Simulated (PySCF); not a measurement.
A side-by-side comparison of computed properties.

First species: C₄H₅N₃O.
Structure used (GFN2-xTB), in Å, numbered top down from 1:
```xyz
13
C4H5N3O angstrom
C     -2.2766   -0.1394    0.0728
N     -0.8613   -0.2682   -0.1081
C      0.1225    0.5185    0.3552
C      1.2879   -0.0562   -0.1402
C      2.6742    0.3428    0.0283
O      3.0446    1.2958    0.6667
N      0.9197   -1.1436   -0.8655
N     -0.3430   -1.2587   -0.8402
H     -2.6757    0.6339   -0.5867
H     -2.5037    0.1186    1.1067
H     -2.7340   -1.0940   -0.1805
H     -0.0373    1.3784    0.9698
H      3.3782   -0.3274   -0.4961
```

Second species: cyanoallene, C4H3N.
Atom-mapped SMILES: `[CH2:1]=[C:2]=[CH:3][C:4]#[N:5]` (hydrogens: H6, H7 on C1; H8 on C3)

Levels: B3LYP/def2-SVPD for dipole moment, HOMO energy, LUMO energy, HOMO–LUMO gap, static isotropic polarisability and electronic spatial extent ⟨r²⟩ about the centre of nuclear charge; TDDFT B3LYP/def2-SVPD for lowest singlet excitation; TDA B3LYP/def2-SVPD for lowest triplet excitation (Tamm–Dancoff); GFN2-xTB for rotational constant A and rotational constant C. Geometries: GFN2-xTB. All species are isolated and taken at one optimised geometry, non-relativistic unless stated. Electronic properties by PySCF.

Dipoles, sizes and rotational constants follow the conformer. The torsions of the flexible species, by atom-mapped SMILES:
- `[CH3:1][n:2]1[cH:3][c:4]([CH:5]=[O:6])[n:7][n:8]1`: C3–C4–C5–O6 0°

Values for the first species:

```
Dipole moment                                                     : 4.88 D
HOMO energy                                                       : -7.43 eV
LUMO energy                                                       : -1.99 eV
HOMO–LUMO gap                                                     : 5.44 eV
Lowest singlet excitation                                         : 3.81 eV
Lowest triplet excitation (Tamm–Dancoff)                          : 3.30 eV
Static isotropic polarisability                                   : 72.1 au
Electronic spatial extent ⟨r²⟩ about the centre of nuclear charge : 983 bohr²
Rotational constant A                                             : 6.126 GHz
Rotational constant C                                             : 1.137 GHz
```

Task: Estimate the same properties for the second species, and the change in each.

Result: 
| property | first | second | second less first |
| --- | --- | --- | --- |
| dipole moment | 4.88 D | 4.42 D | -0.46 D |
| HOMO energy | -7.43 eV | -8.03 eV | -0.60 eV |
| LUMO energy | -1.99 eV | -1.65 eV | +0.34 eV |
| HOMO–LUMO gap | 5.44 eV | 6.38 eV | +0.94 eV |
| lowest singlet excitation | 3.81 eV | 5.50 eV | +1.69 eV |
| lowest triplet excitation (Tamm–Dancoff) | 3.30 eV | 4.00 eV | +0.70 eV |
| static isotropic polarisability | 72.1 au | 55.0 au | -17.1 au |
| electronic spatial extent ⟨r²⟩ about the centre of nuclear charge | 983 bohr² | 463 bohr² | -520 bohr² |
| rotational constant A | 6.126 GHz | 25.695 GHz | +19.569 GHz |
| rotational constant C | 1.137 GHz | 2.538 GHz | +1.401 GHz |

On the first: The principal polarisabilities are 44.5, 71.0 and 100.9 au; their mean is the isotropic value. The dipole matches unit charges of opposite sign 1.02 Å apart (1 e·Å = 4.8032 D).

On the second: S1 lies 0.88 eV below the HOMO–LUMO gap; its leading configuration is HOMO−1→LUMO, weight 0.86. The principal polarisabilities are 34.6, 42.7 and 87.7 au; their mean is the isotropic value.
